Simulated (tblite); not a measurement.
A geometry optimisation, step by step.

Species: C6H11B.
Atom-mapped SMILES: `[CH2:1]=[CH:2][CH2:3][BH:4][CH:5]1[CH2:6][CH2:7]1` (hydrogens: H8, H9 on C1; H10 on C2; H11, H12 on C3; H13 on B4; H14 on C5; H15, H16 on C6; H17, H18 on C7)

Computed with GFN2-xTB (tblite), gas phase: L-BFGS steps from a force-field or distance-geometry start until the largest atomic force falls under 0.01 eV/Å. 7 of its 144 geometries are shown.

Step 0: E = -533.1654 eV, largest atomic force 2.058 eV/Å
```
atom  x, y, z in Å  |  force x, y, z in eV/Å
C1      2.867   -0.451    0.510   -0.648   0.109  -1.225
C2      2.346   -0.401   -0.735    0.925  -0.069   1.837
C3      1.053    0.269   -1.017   -0.895   0.650  -0.633
B4     -0.181   -0.605   -0.517    0.123  -0.297   1.075
C5     -1.132   -0.085    0.667   -0.127   0.202  -1.130
C6     -1.969    1.136    0.288   -0.226  -0.241   0.752
C7     -2.622   -0.225    0.397    0.098   0.237   0.583
H8      3.816   -0.934    0.696   -0.184   0.109   0.087
H9      2.335   -0.001    1.348    0.311  -0.202  -0.280
H10     2.903   -0.859   -1.537   -0.138  -0.039  -0.152
H11     0.936    0.402   -2.119    0.191   0.047   0.630
H12     1.017    1.274   -0.544    0.184  -0.508  -0.310
H13    -0.329   -1.707   -0.916   -0.009   0.262  -0.097
H14    -0.808   -0.115    1.720   -0.151  -0.082  -0.691
H15    -2.200    1.821    1.143    0.280  -0.289  -1.322
H16    -1.884    1.508   -0.742    0.055   0.238   0.902
H17    -3.237   -0.353    1.319    0.199  -0.241  -1.293
H18    -2.920   -0.668   -0.579    0.014   0.115   1.267
```

Step 24: E = -533.5238 eV, largest atomic force 0.061 eV/Å
```
atom  x, y, z in Å  |  force x, y, z in eV/Å
C1      2.888   -0.441    0.514    0.016   0.015  -0.001
C2      2.341   -0.400   -0.688   -0.014  -0.059   0.001
C3      1.046    0.291   -1.002    0.035   0.003   0.005
B4     -0.141   -0.639   -0.518    0.011   0.013  -0.002
C5     -1.163   -0.086    0.528   -0.012   0.013  -0.007
C6     -2.007    1.137    0.290   -0.035  -0.001   0.000
C7     -2.655   -0.209    0.419   -0.020   0.024   0.002
H8      3.812   -0.961    0.701    0.014  -0.002   0.007
H9      2.440    0.053    1.361   -0.001   0.044  -0.004
H10     2.811   -0.930   -1.505    0.006  -0.015  -0.021
H11     0.986    0.449   -2.080    0.007   0.008  -0.019
H12     1.024    1.272   -0.526   -0.002   0.013   0.039
H13    -0.194   -1.746   -0.902   -0.038   0.004  -0.012
H14    -0.775   -0.159    1.544   -0.021  -0.007  -0.023
H15    -2.139    1.847    1.094    0.006  -0.003  -0.001
H16    -1.983    1.598   -0.687    0.022  -0.027   0.017
H17    -3.231   -0.412    1.311   -0.002  -0.017   0.002
H18    -3.069   -0.659   -0.471    0.028  -0.006   0.018
```

Step 48: E = -533.5708 eV, largest atomic force 0.145 eV/Å
```
atom  x, y, z in Å  |  force x, y, z in eV/Å
C1      3.070   -0.327    0.474    0.101  -0.034   0.082
C2      2.309   -0.557   -0.579   -0.025   0.042   0.055
C3      1.096    0.261   -0.888   -0.067   0.123  -0.037
B4     -0.227   -0.574   -0.657   -0.005  -0.051   0.097
C5     -1.205   -0.096    0.463   -0.010   0.017  -0.004
C6     -2.098    1.111    0.287    0.027   0.039  -0.013
C7     -2.698   -0.250    0.418    0.011  -0.062   0.007
H8      3.934   -0.923    0.704    0.077  -0.092  -0.016
H9      2.868    0.477    1.163   -0.034   0.013  -0.052
H10     2.522   -1.380   -1.249    0.003   0.020   0.001
H11     1.136    0.570   -1.936    0.055  -0.041  -0.066
H12     1.122    1.165   -0.281    0.007   0.062   0.024
H13    -0.410   -1.543   -1.291   -0.086   0.032  -0.001
H14    -0.765   -0.135    1.457    0.023  -0.060   0.001
H15    -2.194    1.798    1.113   -0.016   0.011   0.028
H16    -2.114    1.599   -0.673   -0.031   0.005  -0.106
H17    -3.237   -0.487    1.323    0.018  -0.016   0.024
H18    -3.119   -0.702   -0.467   -0.048  -0.006  -0.023
```

Step 72: E = -533.6000 eV, largest atomic force 0.107 eV/Å
```
atom  x, y, z in Å  |  force x, y, z in eV/Å
C1      3.204   -0.330    0.443   -0.013  -0.035   0.027
C2      2.282   -0.630   -0.453   -0.022   0.013   0.024
C3      1.148    0.280   -0.822    0.048  -0.003   0.000
B4     -0.271   -0.420   -0.712   -0.022  -0.078  -0.070
C5     -1.223   -0.075    0.467    0.019  -0.062  -0.023
C6     -2.204    1.063    0.256   -0.014   0.023  -0.006
C7     -2.710   -0.327    0.441    0.065   0.022   0.008
H8      4.010   -1.005    0.679    0.012   0.009   0.008
H9      3.191    0.607    0.976    0.012  -0.023   0.015
H10     2.323   -1.576   -0.978   -0.036   0.019  -0.013
H11     1.311    0.564   -1.867   -0.016   0.033  -0.040
H12     1.222    1.186   -0.220   -0.001   0.001   0.030
H13    -0.601   -1.153   -1.569   -0.039   0.012   0.034
H14    -0.776   -0.069    1.457    0.002   0.038  -0.015
H15    -2.315    1.773    1.059   -0.069   0.053   0.028
H16    -2.260    1.508   -0.726   -0.021   0.000  -0.031
H17    -3.212   -0.560    1.370    0.042  -0.034  -0.033
H18    -3.129   -0.830   -0.420    0.053   0.011   0.058
```

Step 95: E = -533.6968 eV, largest atomic force 0.119 eV/Å
```
atom  x, y, z in Å  |  force x, y, z in eV/Å
C1      3.078   -0.671    0.519   -0.034   0.030  -0.048
C2      2.174   -0.729   -0.443    0.047  -0.004  -0.109
C3      1.300    0.426   -0.837   -0.027   0.038  -0.021
B4     -0.235    0.026   -0.840   -0.035  -0.046  -0.019
C5     -1.147    0.382    0.352   -0.027  -0.004   0.016
C6     -2.556    0.935    0.156    0.070  -0.023   0.006
C7     -2.387   -0.462    0.611    0.020   0.014  -0.023
H8      3.714   -1.502    0.776   -0.046  -0.002  -0.020
H9      3.226    0.239    1.076    0.022  -0.028   0.101
H10     2.046   -1.631   -1.030   -0.017   0.026   0.076
H11     1.599    0.726   -1.846    0.011  -0.011  -0.008
H12     1.506    1.263   -0.170    0.053   0.036   0.034
H13    -0.661   -0.585   -1.750   -0.027   0.062   0.049
H14    -0.675    0.764    1.256   -0.012  -0.048  -0.072
H15    -2.890    1.679    0.866    0.026  -0.031  -0.041
H16    -2.892    1.119   -0.854    0.008  -0.043   0.016
H17    -2.609   -0.724    1.634   -0.041   0.044   0.037
H18    -2.599   -1.251   -0.095    0.007  -0.009   0.026
```

Step 119: E = -533.7335 eV, largest atomic force 0.047 eV/Å
```
atom  x, y, z in Å  |  force x, y, z in eV/Å
C1      2.818   -0.835    0.560   -0.021  -0.029  -0.013
C2      2.124   -0.668   -0.551    0.025  -0.003   0.006
C3      1.347    0.569   -0.894   -0.023   0.019  -0.003
B4     -0.182    0.150   -0.861   -0.018   0.012  -0.010
C5     -1.085    0.500    0.337    0.007  -0.019   0.017
C6     -2.558    0.806    0.104    0.014   0.021   0.000
C7     -2.185   -0.467    0.757   -0.013   0.000  -0.004
H8      3.348   -1.750    0.766    0.022  -0.002   0.006
H9      2.892   -0.064    1.310   -0.013   0.000  -0.013
H10     2.067   -1.464   -1.284    0.021   0.013   0.025
H11     1.652    0.893   -1.892   -0.014  -0.007   0.009
H12     1.599    1.361   -0.188    0.002  -0.011   0.012
H13    -0.621   -0.482   -1.748   -0.001   0.000  -0.004
H14    -0.652    1.052    1.167   -0.009  -0.018  -0.021
H15    -3.005    1.587    0.700    0.018   0.011  -0.012
H16    -2.907    0.779   -0.916   -0.046  -0.008   0.000
H17    -2.364   -0.578    1.816    0.007  -0.001   0.001
H18    -2.297   -1.384    0.199    0.041   0.021   0.004
```

Step 143: E = -533.7372 eV, largest atomic force 0.006 eV/Å
```
atom  x, y, z in Å  |  force x, y, z in eV/Å
C1      2.740   -0.888    0.570    0.001   0.000   0.000
C2      2.137   -0.658   -0.582   -0.004   0.001  -0.001
C3      1.354    0.582   -0.899   -0.001   0.001   0.003
B4     -0.176    0.165   -0.882    0.006   0.002  -0.001
C5     -1.079    0.542    0.307   -0.001   0.002  -0.004
C6     -2.568    0.781    0.102    0.002   0.004   0.001
C7     -2.129   -0.448    0.797   -0.002   0.001   0.003
H8      3.283   -1.799    0.759    0.002  -0.001   0.002
H9      2.725   -0.168    1.372    0.002   0.000   0.001
H10     2.163   -1.404   -1.366    0.001   0.002  -0.002
H11     1.661    0.934   -1.886   -0.003  -0.001   0.001
H12     1.595    1.356   -0.170    0.000  -0.005   0.000
H13    -0.607   -0.484   -1.760   -0.001  -0.001  -0.002
H14    -0.651    1.144    1.103   -0.002  -0.001   0.003
H15    -3.024    1.573    0.678    0.001  -0.003  -0.004
H16    -2.954    0.693   -0.902   -0.001   0.001  -0.001
H17    -2.272   -0.525    1.864    0.001   0.001   0.002
H18    -2.208   -1.389    0.277    0.000  -0.002   0.000
```

Q: Summarise the path.

A: The energy falls by 55.17 kJ/mol from step 0 to step 143; nine tenths of that is first reached at step 92. It rises by more than 0.2 meV at step 77. The largest force goes from 2.058 to 0.006 eV/Å. Among the bonds B4–C5 changes most, from 1.605 to 1.540 Å; the atoms move by 0.951 Å rms after alignment.

The cost below is that of the whole relaxation. The run took 1.4 s of wall time on an Arm Neoverse N1 with one thread, shared host.
